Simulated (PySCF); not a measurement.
**Gas-phase thermal properties of ZnF2**

Energies from PySCF, thermal terms from the rigid-rotor harmonic-oscillator model, ideal gas at 1 bar. 6-31G* has spherical d functions here. All species are closed-shell singlets. B3LYP is the form with VWN-RPA correlation. Zn: all electrons, no relativistic terms. The harmonic model lacks anharmonicity and excited electronic states, which grow with temperature; levels with a mode under 35 cm⁻¹ are left out.

| level | point group | σ | ZPE (kJ/mol) | S°298 (J/mol/K) | Cp298 (J/mol/K) | S°1000 (J/mol/K) | H1000 − H298 (kJ/mol) |
|---|---|---|---|---|---|---|---|
| B3LYP/6-31G* | D∞h | 2 | 10.6 | 254.0 | 51.5 | 323.3 | 40.8 |
| HF/6-31G* | D∞h | 2 | 10.5 | 254.8 | 51.6 | 324.1 | 40.8 |
| PBE/def2-SVP | D∞h | 2 | 10.0 | 254.3 | 52.3 | 324.2 | 41.1 |
| PBE0/def2-TZVP | D∞h | 2 | 10.2 | 253.1 | 52.1 | 322.8 | 41.1 |
σ: rotational symmetry number. Electronic degeneracy used: 1. Frequencies are unscaled.
